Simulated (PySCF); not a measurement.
Mo(OH)2(H)4 (H6MoO2), SMILES [OH][MoH4][OH], multiplicity 1.

Geometry: r2SCAN-D4/def2-SVP. The geometry has at least one imaginary mode, so it is a saddle point at that level. The spin state was assumed, not searched. The def2 effective core potentials stand for the cores of Mo; spin–orbit coupling is left out. One conformer was computed; it need not be the lowest.

Level of theory: PBE0/def2-TZVPD (PySCF).

Symmetry labels are those of the subgroup C2v that the program uses (full group C2v).

### Question
List the valence orbital energies around the gap with their symmetry. (The exact figures need the calculation; the answer reports its results.)

### Answer

| orbital | symmetry | energy (eV) |
|---|---|---|
| HOMO−7 | A1 | -11.21 |
| HOMO−6 | A1 | -11.10 |
| HOMO−5 | A2 | -10.57 |
| HOMO−4 | B2 | -9.98 |
| HOMO−3 | B1 | -9.70 |
| HOMO−2 | B2 | -9.27 |
| HOMO−1 | A1 | -8.49 |
| HOMO | B1 | -7.80 |
| LUMO | A2 | -2.36 |
| LUMO+1 | B2 | -1.43 |
| LUMO+2 | A1 | -1.00 |
| LUMO+3 | B1 | -0.15 |
